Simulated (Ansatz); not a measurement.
Basis-set extrapolation for CH7BSSi (PBE0-D4/def2-TZVP geometry, frozen core, Ansatz 0.2.0). Multiplicity 1, RHF reference.

|  | def2-TZVPP | def2-QZVPP |
| --- | --- | --- |
| HF | -753.111858 | -753.135331 |
| MP2 correlation | -0.597516 | -0.639768 |
| CCSD(T) correlation | -0.682652 | not run |

Energies in hartree. Use E(X) = E(∞) + A·exp(−7.88·√X) for Hartree–Fock and E(X) = E(∞) + B·X^(−2.97) for correlation, with X = 3 and 4, and add CCSD(T) minus MP2 of the smaller set to the MP2 limit.

Question: What is the CCSD(T) energy at the basis-set limit?

Answer: HF limit: -753.135331 + (-0.023473) × 0.13774 = -753.13856. MP2 limit: -0.639768 + (-0.042252) × 0.74074 = -0.67107. Higher-order term: -0.682652 − (-0.597516) = -0.08514. Total: -753.89477 hartree, 263.2 kJ/mol below CCSD(T)/def2-TZVPP.
